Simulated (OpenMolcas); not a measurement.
Ir6+: moving or changing the point charges

Ir6+ among 6 point charges of -1.5 e arranged as a tetragonal octahedron (D4h), 2.09 Å from the ion, with the axial distance 2.174 Å.
```
   2.0900    0.0000    0.0000  -1.50
   0.0000    2.0900    0.0000  -1.50
  -2.0900    0.0000    0.0000  -1.50
   0.0000   -2.0900    0.0000  -1.50
   0.0000    0.0000    2.1736  -1.50
   0.0000    0.0000   -2.1736  -1.50
```

```yaml
Program: OpenMolcas
Method: "SS-CASPT2, IPEA 0.25 Eh, imaginary shift 0.1 Eh (closed shells correlated: 5s 5p)"
Basis: ANO-RCC-VDZP [7s6p4d2f]
Scalar_Hamiltonian: DKH2, point nucleus
Active_space: 3 electrons in 5 orbitals (5d)
State_averaging: 2S+1 = 4 even, 10 roots; 2S+1 = 2 even, 40 roots
Spin-orbit_coupling: state interaction with AMFI integrals over the reference wave functions
```

Runs around this geometry, states (labels of D4, the rotations of D4h). Energies in cm-1 above the lowest state or level, χT in cm3 K/mol.

```json
{"R (Å)": "2.09", "q (e)": "-1.2", "Axial / equatorial distance": "1.04", "Ground state": "4B1", "First state of that spin": "4E 2980", "First gap with spin-orbit (degeneracies)": "330 (2, 2)", "χT at 300 K": "0.117", "First state of another spin": "2A1 16270"}
{"R (Å)": "1.89", "q (e)": "-1.5", "Axial / equatorial distance": "1.04", "Ground state": "4B1", "First state of that spin": "4E 6180", "First gap with spin-orbit (degeneracies)": "480 (2, 2)", "χT at 300 K": "0.121", "First state of another spin": "2A1 16710"}
{"R (Å)": "2.09", "q (e)": "-1.5", "Axial / equatorial distance": "1.04", "Ground state": "4B1", "First state of that spin": "4E 3650", "First gap with spin-orbit (degeneracies)": "420 (2, 2)", "χT at 300 K": "0.114", "First state of another spin": "2A1 16420"}
{"R (Å)": "2.29", "q (e)": "-1.5", "Axial / equatorial distance": "1.04", "Ground state": "4B1", "First state of that spin": "4E 2390", "First gap with spin-orbit (degeneracies)": "330 (2, 2)", "χT at 300 K": "0.119", "First state of another spin": "2A1 16110"}
{"R (Å)": "2.09", "q (e)": "-1.5", "Axial / equatorial distance": "1.12", "Ground state": "4B1", "First state of that spin": "4E 2840", "First gap with spin-orbit (degeneracies)": "1090 (2, 2)", "χT at 300 K": "0.103", "First state of another spin": "2A1 16140"}
```

Taking the first state of the same spin as R^-n, n = -ln(2390 / 6180) / ln(2.29 / 1.89) = 4.9 between the shortest and longest distance.

Scaling the charges by -1.2 / -1.5 = 0.80 scales the first state of the same spin by 2980 / 3650 = 0.82; with fixed orbitals a first-order splitting would follow the charge.

Free-ion shares, where given, are those of the reference states; single-state CASPT2 does not remix them. Spin-orbit coupling mixes the spin-free states strongly: the lowest level takes only 31 % from its leading state, 4E, which lies 2983 cm-1 above the lowest spin-free state (figures for R = 2.09, q = -1.2, ratio = 1.04; the like holds for R = 1.89, q = -1.5, ratio = 1.04, R = 2.09, q = -1.5, ratio = 1.04, R = 2.29, q = -1.5, ratio = 1.04, R = 2.09, q = -1.5, ratio = 1.12). The ground term spreads over less than 5000 cm-1, several times less than with real ligands, so orbital moments are less quenched and χT lies further from the spin-only value than at real sites (holds for R = 2.29, q = -1.5, ratio = 1.04). This is an electrostatic model: the charges have no orbitals. No measured value stands beside these numbers.
